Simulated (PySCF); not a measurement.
**Telling isomers of C₆H₉N₃ apart by NMR**

Computational details: geometry from GFN2-xTB, PBE0/pcSseg-1 with gauge-including orbitals, in PySCF 2.14.0 with density-fitted response routines (equivalent nuclei averaged, non-relativistic, single conformer, isolated molecule).

δ = σ(ref) − σ, references computed at the same level: TMS for 1H (σ = 31.72 ppm) and 13C (σ = 186.93 ppm). Where no couplings were computed, multiplicities follow the n + 1 count of equivalent neighbours, and m marks all less simple cases (inequivalent or close neighbours, rings, F or P nearby). Shifts are as computed. Against solution values, carbons near 30 ppm lie about +3 ppm off and those near 130 ppm about +5 ppm. Of 1211 compounds with measured shifts, 218 miss one by over three times the rms of a fit or turn the order of signals round; such compounds aren't used in these exercises. OH and NH positions are gas-phase values without hydrogen bonding to other molecules.

(1) Tabulate the signals of `C=Cn1c(C)nnc1C`, `C=Cc1nnn(C)c1C`, `Cc1n[nH]nc1C1CC1`, `C=Cn1nnc(C)c1C` and their relative energies.

(2) What is the quickest way to tell Cc1n[nH]nc1C1CC1 from C=Cn1nnc(C)c1C?

(3) What is the quickest way to tell C=Cn1c(C)nnc1C from Cc1n[nH]nc1C1CC1?

(4) What is the quickest way to tell C=Cc1nnn(C)c1C from C=Cn1nnc(C)c1C?

Results:

(1) 
```json
{"SMILES": "C=Cn1c(C)nnc1C", "carbon types": "2×C 1×CH 1×CH2 2×CH3", "δC": "153.5, 134.5, 104.5, 15.3", "δH": "6.99 (m, 1H), 5.44 (m, 1H), 5.07 (m, 1H), 2.60 (s, 6H)", "E rel. (kcal/mol)": "0.0"}
{"SMILES": "C=Cc1nnn(C)c1C", "carbon types": "2×C 1×CH 1×CH2 2×CH3", "δC": "148.0, 134.9, 130.3, 121.5, 34.6, 9.7", "δH": "7.06 (m, 1H), 6.68 (m, 1H), 5.63 (m, 1H), 4.00 (s, 3H), 2.37 (s, 3H)", "E rel. (kcal/mol)": "10.2"}
{"SMILES": "Cc1n[nH]nc1C1CC1", "carbon types": "2×C 1×CH 2×CH2 1×CH3", "δC": "154.1, 145.6, 13.6, 12.1, 8.5", "δH": "10.37 (br s, 1H), 2.55 (s, 3H), 1.73 (m, 1H), 1.02 (m, 2H), 1.01 (m, 2H)", "E rel. (kcal/mol)": "8.2"}
{"SMILES": "C=Cn1nnc(C)c1C", "carbon types": "2×C 1×CH 1×CH2 2×CH3", "δC": "144.3, 134.2, 132.3, 109.9, 12.5, 9.4", "δH": "7.02 (m, 1H), 6.93 (m, 1H), 5.32 (m, 1H), 2.50 (s, 3H), 2.31 (s, 3H)", "E rel. (kcal/mol)": "11.4"}
```

Energies are electronic energies at PBE0/pcSseg-1 on these geometries, without zero-point or thermal terms, each for the one conformer computed, which needn't be the lowest.

(2) Count the carbon signals: 5 against 6. The first has a three-membered-ring carbon (CH2) at 13.6 ppm, the second an alkene CH at 132.3 ppm. Their most deshielded carbons lie at 154.1 and 144.3 ppm. In the proton spectra the most deshielded non-exchanging signals are 2.55 (s, 3H) and 7.02 (m, 1H).

(3) Count the carbon signals: 4 against 5. The first has an alkene CH at 134.5 ppm, the second a three-membered-ring carbon (CH2) at 13.6 ppm. Their most deshielded carbons lie at 153.5 and 154.1 ppm. In the proton spectra the most deshielded non-exchanging signals are 6.99 (m, 1H) and 2.55 (s, 3H).

(4) Both give the same number of carbon signals, with the same numbers of each carbon type, so the positions decide. The first has a methyl carbon bonded to N (CH3) at 34.6 ppm, the second a terminal =CH2 carbon at 109.9 ppm. Their most deshielded carbons lie at 148.0 and 144.3 ppm.
